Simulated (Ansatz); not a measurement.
A run for Ansatz (a quantum-chemistry and plane-wave program): R-SVWN5/def2-TZVPP on C2H4 (SMILES C=C).

Ansatz 0.2 input:
```yaml
crystal:
  periodic: [false, false, false]
  atoms:
    - {symbol: C, position_ang: [0.00000000, -0.00000000, 0.66231028]}
    - {symbol: C, position_ang: [0.00000000, -0.00000000, -0.66231028]}
    - {symbol: H, position_ang: [-0.00000000, 0.92156059, 1.23180037]}
    - {symbol: H, position_ang: [-0.00000000, -0.92156059, 1.23180037]}
    - {symbol: H, position_ang: [-0.00000000, 0.92156059, -1.23180037]}
    - {symbol: H, position_ang: [-0.00000000, -0.92156059, -1.23180037]}
basis:
  gaussian:
    orbitals: def2-TZVPP
hamiltonian:
  xc: {name: SVWN5}
scf: {lower_state_search: off}
```

Problem. Give the final energy of this run.

Solution. -77.8560 hartree.
